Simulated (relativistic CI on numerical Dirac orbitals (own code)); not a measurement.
Mo⁺: M2,3 absorption edge

Computed with this model: Dirac-Coulomb-Breit CI, orbitals from a KLI potential per configuration, a model potential for QED, multiplet model of core-to-valence dipole absorption, unscaled Slater integrals; configurations [Kr] 4d5 → [Ne] 3s2 3p5 3d10 4s2 4p6 4d6; 300 K; Lorentzian 1.2 eV and Gaussian 0.4 eV FWHM. Energies are those of the free ion, without screening or charge transfer. The branching ratio is the share of the lower-energy edge in the whole absorption, uncertain by about 0.02 where the edges overlap. S is read from ⟨S²⟩ = S(S + 1).

Field parameters in Wybourne normalisation: D3d B²₀ = −7Dσ, B⁴₀ = −14Dq − 21Dτ, B⁴₃ = −14√(10/7) Dq. The field is a parameter set, without covalency.

free ion: ground-state S = 2.50, centroid 401.90 eV, branching ratio 0.750. Peaks (eV, height): 397.2 (100), 415.5 (36).

D3d, 10Dq = 14150, Dσ = -1200, Dτ = 350 cm⁻¹: ground-state S = 2.48, centroid 401.66 eV, branching ratio 0.762. Peaks (eV, height): 396.5 (100), 398.5 (71), 414.8 (30), 416.5 (26).

D3d, 10Dq = 14150, Dσ = 510, Dτ = 350 cm⁻¹: ground-state S = 2.48, centroid 401.66 eV, branching ratio 0.762. Peaks (eV, height): 396.5 (100), 398.2 (77), 414.8 (31), 416.5 (28).

The statistical ratio of this edge is 2/3 = 0.667. Values above it arise where the holes sit mainly in the j = l + 1/2 valence subshell or the ground state has high spin; values below it where core-valence Coulomb terms move weight to the upper edge, as in nearly empty shells.

Strongest unbroadened transitions for D3d, 10Dq = 14150, Dσ = -1200, Dτ = 350 cm⁻¹:

```tsv
Energy (eV)	Relative strength
396.25	86.8
396.29	100.0
396.34	90.8
396.37	78.6
396.39	36.1
396.41	82.1
396.45	69.4
396.74	31.6
398.31	29.9
398.32	51.2
398.33	50.6
398.44	47.2
398.61	29.2
414.40	30.5
414.41	35.1
414.60	31.1
416.50	31.0
416.80	35.4
```
